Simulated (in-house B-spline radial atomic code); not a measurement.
Radial electron density of Zn2+, [Ar] 3d10. Method: Dirac-Kohn-Sham LDA VWN5, spherical fractional occupations, Fermi nucleus of rms radius 3.9283 fm, inside a hard spherical wall at 3.35 bohr. Calculated with a B-spline radial code for spherical atoms.

Columns: r (bohr), 4πr²n(r) (electrons per bohr), bar.

```
 0.00195   0.9095 #
 0.00234    1.268 #
  0.0028    1.751 ##
 0.00335    2.404 ###
   0.004    3.268 ###
 0.00479    4.431 #####
 0.00573    5.942 ######
 0.00685    7.873 ########
  0.0082    10.32 ###########
 0.00981    13.29 ##############
  0.0117    16.75 ##################
   0.014    20.73 ######################
  0.0168    25.06 ###########################
  0.0201    29.27 ###############################
   0.024    32.92 ###################################
  0.0287    35.57 ######################################
  0.0344     36.7 #######################################
  0.0411    36.07 ######################################
  0.0492    33.97 ####################################
  0.0589     31.3 #################################
  0.0704    29.48 ###############################
  0.0843    29.83 ################################
   0.101    32.87 ###################################
   0.121    37.53 ########################################
   0.144     41.2 ############################################
   0.173    41.41 ############################################
   0.206       37 #######################################
   0.247    29.29 ###############################
   0.295    22.42 ########################
   0.353    19.51 #####################
   0.423    20.98 ######################
   0.506    23.82 #########################
   0.605    24.43 ##########################
   0.724    21.42 #######################
   0.866    16.02 #################
    1.04    10.28 ###########
    1.24    5.986 ######
    1.48    3.161 ###
    1.77    1.505 ##
    2.12   0.6162 #
    2.54   0.1875 
    3.04  0.02134
```

On this grid the curve has 3 maxima, near 0.0344, 0.173, 0.605 bohr.

The 3d5/2 radial function P(r) = rR(r), positive near the nucleus, with its small component Q(r) (sign convention: Q ≈ (P' + κP/r)/2c):

| r (bohr) | P | Q |
| --- | --- | --- |
| 0.0168 | 0.001242 | -4.38e-05 |
| 0.024 | 0.003371 | -0.0001172 |
| 0.0344 | 0.008979 | -0.0003057 |
| 0.0492 | 0.02287 | -0.0007576 |
| 0.0704 | 0.05536 | -0.001768 |
| 0.101 | 0.1256 | -0.003827 |
| 0.144 | 0.2566 | -0.007368 |
| 0.206 | 0.4691 | -0.0125 |
| 0.295 | 0.7401 | -0.018 |
| 0.423 | 0.9746 | -0.02115 |
| 0.605 | 1.042 | -0.01953 |
| 0.866 | 0.9052 | -0.014 |
| 1.24 | 0.645 | -0.008025 |
| 1.77 | 0.3681 | -0.003786 |
| 2.54 | 0.1366 | -0.001366 |
